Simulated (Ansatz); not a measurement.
Reaction (atomization): `FC1O[SiH2]O1` → C• + F• + 3 H• + 2 O• + Si•

Isolated molecules relaxed with PBE0-D4/def2-TZVP in Ansatz; ΔE leaves out vibrations. CCSD(T)/CBS is the MP2 limit (def2-TZVPP, def2-QZVPP) plus CCSD(T) − MP2 in def2-TZVPP, frozen cores. This one scheme is used for every species, atoms too. DFT in def2-TZVPP. B3LYP here is the variant with VWN-RPA as its local correlation; programs differ in this. No spin–orbit coupling; open shells (•) take unrestricted orbitals. Spin–orbit coupling would lower the free atoms: a little for C, F, O, Si.

`FC1O[SiH2]O1`:

Z-matrix (Å, degrees):
```
C
O 1 1.403
Si 1 2.147 2 51.1
F 1 1.349 2 110.4 3 116.9
O 1 1.403 2 102.3 3 -0.6
H 1 1.093 2 112.9 3 -122.2
H 3 1.478 1 123.7 2 -89.6
H 3 1.479 1 125.3 2 90.4
```

```tsv
level	ΔE (kcal/mol)	difference from CCSD(T)/CBS
BLYP-D4	752.7	-4.0
B2PLYP	745.0	-11.7
PBE-QIDH	747.4	-9.3
PBE	770.4	13.7
B3LYP	742.6	-14.1
LC-ωPBE	756.1	-0.6
SCS-MP2/def2-TZVPP	749.0	-7.7
CCSD/def2-TZVPP	718.5	-38.2
CCSD(T)/def2-TZVPP	733.1	-23.6
MP2/CBS(def2)	783.6	26.9
CCSD(T)/CBS	756.7	0
```

Largest T1 diagnostic among the species: 0.013.

At CCSD(T), def2-SVP lies −57.6 kcal/mol from the extrapolated value and def2-TZVPP −23.6 kcal/mol: correlation converges slowly with the basis, and small sets miss more of it in the bonded molecule than in its fragments. From r2SCAN to r2SCAN0 (25 % exact exchange), in def2-TZVPP and without D4, ΔE moves by −20.7 kcal/mol: exact exchange takes away binding that semilocal exchange gives to molecules.

For atomizations the MP2-based limit and the directly extrapolated one differ by several kJ/mol either way, and by 10 to 25 for some Ge, Se and Sn compounds, so smaller differences from it don't rank the levels.
